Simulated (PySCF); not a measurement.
Cl2Pb, charge +1, multiplicity 2. Atoms are numbered in the order given.

```xyz
3

Pb     0.0000     0.0000     0.6375
Cl     0.0000    -1.3613    -1.5375
Cl     0.0000     1.3613    -1.5375
```
Charge +1, spin multiplicity 2.

Geometry optimised at B3LYP-D3(BJ)/def2-TZVP. The spin state was assumed, not searched. The isomer is the one that the SMILES or the coordinates give; other isomers of the formula were not compared. The def2 effective core potentials stand for the cores of Pb; spin–orbit coupling is left out.

The numbers are results of B3LYP-D3(BJ)/def2-TZVP in PySCF 2.14.0, not measurements.

Frequencies are harmonic and unscaled.

### Question
Estimate the vibrational spectrum. (The exact figures need the calculation; the answer reports its results.)

### Answer

| mode | ν (cm⁻¹) | IR (km/mol) | moving atoms (share of kinetic energy) |
|---|---|---|---|
| 1 | 175 | 6.2 | Cl 88 %, Pb 12 % |
| 2 | 208 | 0.2 | Cl 91 %, Pb 9 % |
| 3 | 303 | 24.4 | Cl 87 %, Pb 13 % |
